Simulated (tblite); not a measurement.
Record of a relaxation.

Compound: C3H2BrNSi.
SMILES with atom numbers: `[N:1]#[C:2][C:3]#[C:4][SiH2:5][Br:6]` (hydrogens: H7, H8 on Si5)

Computed with GFN2-xTB (tblite), gas phase: L-BFGS steps from a force-field or distance-geometry start until the largest atomic force falls under 0.01 eV/Å. 11 of its 33 geometries are shown.

Step 0: E = -437.8647 eV, largest atomic force 3.930 eV/Å
```
atom  x, y, z in Å  |  force x, y, z in eV/Å
N1      4.031    0.074    0.655   -3.871  -0.110  -0.671
C2      2.873    0.036    0.460   -0.763  -0.151  -0.037
C3      1.364   -0.038    0.223    3.848   0.262   0.562
C4      0.170   -0.079    0.017    0.431   0.032   0.114
Si5    -1.666   -0.161   -0.266   -0.105  -0.716  -0.425
Br6    -2.506    1.867    0.023    0.034   0.015   0.017
H7     -1.951   -0.598   -1.665    0.204   0.322   0.544
H8     -2.307   -1.091    0.683    0.223   0.345  -0.105
```

Step 3: E = -438.2408 eV, largest atomic force 4.650 eV/Å
```
atom  x, y, z in Å  |  force x, y, z in eV/Å
N1      3.918    0.071    0.635    1.571   0.058   0.250
C2      2.799    0.029    0.451   -2.432  -0.097  -0.377
C3      1.426   -0.031    0.230    3.737   0.179   0.607
C4      0.260   -0.076    0.034   -4.583  -0.227  -0.753
Si5    -1.653   -0.188   -0.279    1.259   0.150   0.302
Br6    -2.502    1.864    0.023    0.175  -0.268  -0.028
H7     -1.941   -0.584   -1.645    0.131   0.096  -0.081
H8     -2.297   -1.075    0.681    0.143   0.111   0.081
```

Step 6: E = -438.3848 eV, largest atomic force 0.323 eV/Å
```
atom  x, y, z in Å  |  force x, y, z in eV/Å
N1      3.900    0.070    0.631   -0.096  -0.012  -0.016
C2      2.766    0.027    0.447    0.155   0.023   0.026
C3      1.422   -0.029    0.228   -0.319   0.001  -0.051
C4      0.225   -0.080    0.030   -0.036  -0.018  -0.001
Si5    -1.602   -0.189   -0.270   -0.287  -0.053  -0.058
Br6    -2.490    1.846    0.021    0.169  -0.160  -0.006
H7     -1.929   -0.574   -1.641    0.202   0.103   0.072
H8     -2.283   -1.063    0.684    0.212   0.117   0.033
```

Step 10: E = -438.4055 eV, largest atomic force 0.226 eV/Å
```
atom  x, y, z in Å  |  force x, y, z in eV/Å
N1      3.878    0.068    0.628   -0.085  -0.004  -0.013
C2      2.744    0.030    0.444   -0.019   0.009  -0.006
C3      1.397   -0.026    0.224   -0.069   0.001  -0.006
C4      0.201   -0.086    0.027    0.096  -0.013   0.011
Si5    -1.621   -0.195   -0.275    0.101  -0.083   0.002
Br6    -2.458    1.826    0.023   -0.044   0.218   0.039
H7     -1.887   -0.556   -1.649    0.034  -0.032  -0.171
H8     -2.246   -1.052    0.709   -0.014  -0.096   0.143
```

Step 13: E = -438.4110 eV, largest atomic force 0.037 eV/Å
```
atom  x, y, z in Å  |  force x, y, z in eV/Å
N1      3.866    0.067    0.626   -0.009   0.004  -0.002
C2      2.733    0.032    0.442    0.009   0.004   0.004
C3      1.388   -0.024    0.223   -0.024   0.002  -0.002
C4      0.193   -0.090    0.026    0.006  -0.016  -0.006
Si5    -1.627   -0.204   -0.278    0.009  -0.023  -0.001
Br6    -2.447    1.837    0.027    0.000   0.036   0.007
H7     -1.866   -0.552   -1.669    0.003  -0.008   0.024
H8     -2.231   -1.056    0.734    0.007   0.000  -0.023
```

Step 16: E = -438.4112 eV, largest atomic force 0.029 eV/Å
```
atom  x, y, z in Å  |  force x, y, z in eV/Å
N1      3.866    0.067    0.626   -0.001   0.004   0.000
C2      2.733    0.032    0.443   -0.010   0.004   0.000
C3      1.387   -0.024    0.223    0.008   0.002   0.002
C4      0.193   -0.092    0.025   -0.002  -0.011  -0.004
Si5    -1.626   -0.204   -0.277   -0.007   0.028   0.005
Br6    -2.447    1.840    0.027    0.017  -0.006   0.001
H7     -1.866   -0.553   -1.667   -0.001  -0.009  -0.004
H8     -2.231   -1.057    0.732   -0.004  -0.011   0.000
```

Step 19: E = -438.4113 eV, largest atomic force 0.013 eV/Å
```
atom  x, y, z in Å  |  force x, y, z in eV/Å
N1      3.865    0.068    0.625   -0.003   0.005   0.001
C2      2.731    0.034    0.443    0.001   0.002   0.000
C3      1.386   -0.023    0.223   -0.002  -0.002   0.000
C4      0.193   -0.096    0.024    0.004   0.002   0.002
Si5    -1.627   -0.202   -0.277    0.003  -0.002   0.000
Br6    -2.444    1.843    0.028    0.013  -0.003   0.002
H7     -1.865   -0.555   -1.666   -0.008   0.000  -0.007
H8     -2.230   -1.059    0.730   -0.009  -0.002   0.004
```

Step 22: E = -438.4114 eV, largest atomic force 0.035 eV/Å
```
atom  x, y, z in Å  |  force x, y, z in eV/Å
N1      3.865    0.070    0.626    0.008   0.006   0.002
C2      2.731    0.034    0.443    0.003   0.001   0.001
C3      1.386   -0.023    0.223    0.002  -0.002   0.000
C4      0.193   -0.097    0.023   -0.014  -0.001  -0.001
Si5    -1.627   -0.202   -0.277   -0.006  -0.033  -0.009
Br6    -2.439    1.843    0.029    0.007   0.008   0.003
H7     -1.867   -0.556   -1.666   -0.002   0.007   0.014
H8     -2.232   -1.060    0.730    0.002   0.013  -0.011
```

Step 26: E = -438.4116 eV, largest atomic force 0.016 eV/Å
```
atom  x, y, z in Å  |  force x, y, z in eV/Å
N1      3.862    0.081    0.627    0.003   0.005   0.001
C2      2.729    0.039    0.443    0.001   0.001   0.002
C3      1.384   -0.025    0.223    0.002  -0.002  -0.002
C4      0.192   -0.104    0.022    0.000  -0.016  -0.001
Si5    -1.629   -0.208   -0.278   -0.001  -0.002  -0.001
Br6    -2.413    1.848    0.034   -0.005  -0.001  -0.001
H7     -1.875   -0.559   -1.667    0.000   0.007   0.001
H8     -2.242   -1.062    0.726    0.001   0.008   0.002
```

Step 29: E = -438.4117 eV, largest atomic force 0.023 eV/Å
```
atom  x, y, z in Å  |  force x, y, z in eV/Å
N1      3.862    0.083    0.627   -0.008   0.005   0.001
C2      2.729    0.040    0.444    0.001   0.001  -0.002
C3      1.384   -0.026    0.223   -0.004  -0.005   0.000
C4      0.191   -0.108    0.022    0.016  -0.008   0.001
Si5    -1.629   -0.209   -0.278    0.009   0.020   0.006
Br6    -2.413    1.848    0.034   -0.001  -0.007  -0.002
H7     -1.875   -0.558   -1.667   -0.005   0.000  -0.016
H8     -2.241   -1.061    0.726   -0.009  -0.006   0.012
```

Step 32: E = -438.4117 eV, largest atomic force 0.010 eV/Å
```
atom  x, y, z in Å  |  force x, y, z in eV/Å
N1      3.861    0.091    0.628   -0.004   0.005   0.003
C2      2.728    0.043    0.445    0.001  -0.003  -0.007
C3      1.385   -0.029    0.222   -0.002  -0.009   0.005
C4      0.192   -0.120    0.021    0.003   0.004  -0.003
Si5    -1.629   -0.211   -0.279    0.001   0.005   0.003
Br6    -2.403    1.849    0.036    0.000   0.000  -0.001
H7     -1.879   -0.555   -1.668    0.001   0.000  -0.001
H8     -2.247   -1.058    0.727   -0.001  -0.003   0.001
```

Q: Summarise the path.

A: The energy falls by 12.61 kcal/mol from step 0 to step 32; nine tenths of that is first reached at step 5. It rises by more than 0.2 meV at step 3. The largest force goes from 3.930 to 0.010 eV/Å. Among the bonds C2–C3 changes most, from 1.529 to 1.364 Å; the atoms move by 0.101 Å rms after alignment.

Q: Follow the three bonds and two angles with the largest change from start to end.

A: 
```tsv
step	E above end (kcal/mol)	largest force (eV/Å)	C2–C3 (Å)	Si5–H7 (Å)	N1≡C2 (Å)	H7–Si5–H8 (°)	C4–Si5–Br6 (°)
0	12.61	3.930	1.529	1.493	1.174	109.6	108.3
1	8.22	5.336	1.462	1.475	1.129	110.5	107.8
3	3.94	4.650	1.392	1.452	1.135	111.5	107.4
4	1.50	0.581	1.386	1.462	1.152	110.9	107.8
6	0.62	0.323	1.362	1.462	1.150	110.5	108.4
7	0.51	0.308	1.363	1.458	1.149	110.9	108.4
8	0.33	0.219	1.366	1.447	1.148	112.3	108.0
10	0.15	0.226	1.366	1.446	1.149	114.8	107.3
11	0.07	0.206	1.365	1.450	1.150	116.2	106.9
13	0.02	0.037	1.364	1.454	1.149	117.2	106.6
14	0.01	0.019	1.364	1.454	1.149	117.1	106.6
15	0.01	0.019	1.364	1.453	1.149	117.1	106.6
17	0.01	0.029	1.364	1.452	1.149	117.0	106.6
18	0.01	0.018	1.364	1.452	1.149	116.9	106.6
19	0.01	0.013	1.364	1.453	1.149	116.8	106.6
21	0.01	0.023	1.364	1.454	1.149	116.8	106.6
22	0.01	0.035	1.364	1.454	1.149	116.7	106.6
24	0.01	0.042	1.364	1.455	1.149	116.5	106.1
25	0.00	0.021	1.364	1.454	1.149	116.5	105.9
26	0.00	0.016	1.364	1.453	1.149	116.5	105.8
28	0.00	0.016	1.364	1.453	1.149	116.6	105.9
29	0.00	0.023	1.364	1.452	1.149	116.7	105.9
31	0.00	0.017	1.364	1.453	1.149	116.8	106.0
32	0.00	0.010	1.364	1.453	1.149	116.7	105.9
```

The cost below is that of the whole relaxation. The run took 0.27 s of wall time on one thread, Arm Neoverse N1 (aarch64), shared host with 64 logical CPUs at a one-minute load of 60.
